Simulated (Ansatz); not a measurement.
Input (CCSDTQ/def2-SVP; Ansatz, a first-principles code):

Ansatz 0.2 input:
```yaml
crystal:
  periodic: [false, false, false]
  atoms:
    - {symbol: Be, position_ang: [-0.00000000, -0.00000000, -0.88442103]}
    - {symbol: O, position_ang: [0.00000000, 0.00000000, 0.44221052]}
basis:
  gaussian:
    orbitals: def2-SVP
magnetization: {spin_polarized: false}
correlation: {method: ccsdtq, electrons: outside_noble_gas}
```

Output:

```
Functional definition: HF
integrals: 0.00 GiB planned
418 factors; integrals over basis functions are off by at most 1.4e-7 eV
mean field: 0.05 GiB planned
mean field evaluation 1: about -2424.1175 eV, gradient 5.1e1 eV
mean field evaluation 2: about -2424.1186 eV, gradient 5.1e1 eV
mean field evaluation 4: about -2430.3479 eV, gradient 4.5e0 eV
mean field evaluation 8: about -2430.5617 eV, gradient 1.3e-1 eV
mean field evaluation 16: about -2430.4817 eV, gradient 1.8e0 eV
mean field evaluation 32: about -2421.7307 eV, gradient 5.4e0 eV
mean field -2430.56178555 eV, -89.3214981251 hartree, gradient 7.1e-7 eV, S^2 0.000000; 0 other end points of the search recorded, 0 dependent functions left out
2 core orbitals not correlated
reference -2430.56178555 eV, -89.3214981251 hartree; 4, 4 occupied and 17, 17 virtual orbitals, 418 factors
second order -6.44529752 eV of doubles, -0.00000000 eV of singles
coupled cluster: 0.18 GiB planned
cycle   1  -5.85297726 eV  change    5.9e-1 eV  update   1.5e-1
cycle   2  -6.30234960 eV  change   -4.5e-1 eV  update   1.3e-1
cycle   3  -6.47480726 eV  change   -1.7e-1 eV  update   4.4e-2
cycle   4  -6.55100887 eV  change   -7.6e-2 eV  update   2.7e-2
cycle   5  -6.53764524 eV  change    1.3e-2 eV  update   2.3e-2
cycle   6  -6.54468933 eV  change   -7.0e-3 eV  update   1.4e-2
cycle   7  -6.57323447 eV  change   -2.9e-2 eV  update   1.0e-2
cycle   8  -6.57233977 eV  change    8.9e-4 eV  update   7.1e-3
cycle   9  -6.56841094 eV  change    3.9e-3 eV  update   5.4e-3
cycle  10  -6.56834799 eV  change    6.3e-5 eV  update   1.7e-3
cycle  11  -6.56920801 eV  change   -8.6e-4 eV  update   7.9e-4
cycle  12  -6.56888621 eV  change    3.2e-4 eV  update   4.8e-4
cycle  13  -6.56850801 eV  change    3.8e-4 eV  update   2.4e-4
cycle  14  -6.56868279 eV  change   -1.7e-4 eV  update   9.8e-5
cycle  15  -6.56871330 eV  change   -3.1e-5 eV  update   4.9e-5
cycle  16  -6.56870294 eV  change    1.0e-5 eV  update   4.4e-5
cycle  17  -6.56869121 eV  change    1.2e-5 eV  update   1.0e-5
cycle  18  -6.56869988 eV  change   -8.7e-6 eV  update   6.2e-6
cycle  19  -6.56870084 eV  change   -9.7e-7 eV  update   3.6e-6
cycle  20  -6.56869944 eV  change    1.4e-6 eV  update   2.0e-6
cycle  21  -6.56869900 eV  change    4.4e-7 eV  update   6.5e-7
cycle  22  -6.56869889 eV  change    1.1e-7 eV  update   5.5e-7
Total energy: -2437.13048445 eV, -89.5628933570 hartree
```

 The CCSD(T) runs of this state have a T1 diagnostic of up to 0.045.
